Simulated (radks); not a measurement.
Spin polarisation of the 4p4 shell in Rb3+. Start: [Ar] 3d10 4s2 4p(up 2, down 2); electrons of 4p are moved from spin down to spin up, other shells keep equal spins. All-electron calculation, scalar-relativistic Kohn-Sham, r2SCAN, spin-polarised, spherical densities, finite nucleus; meta-GGA in the generalised Kohn-Sham scheme; Fermi nuclear charge, rms radius of each element as measured or else 0.836 A^(1/3) + 0.57 fm. Program: a radial shooting solver on a logarithmic mesh with Libxc functionals.

moment (Bohr magnetons),E - E(0) (eV),e(4p up) (eV),e(4p down) (eV),4s down minus up (eV),3d down minus up (eV),3p down minus up (eV)
0,0.000,-47.188,-47.188,0.000,0.000,0.000
0.5,-0.088,-47.527,-46.820,0.736,0.106,0.083
1,-0.354,-47.841,-46.420,1.480,0.211,0.167
1.5,-0.800,-48.135,-45.983,2.238,0.317,0.250
2,-1.431,-48.413,-45.506,3.015,0.422,0.333

At moment 2 the spin-polarisation energy is -1.431 eV and the 4p exchange splitting 2.906 eV, that is 1.453 eV per Bohr magneton; E = -I m^2/4 would give I = 1.431 eV.
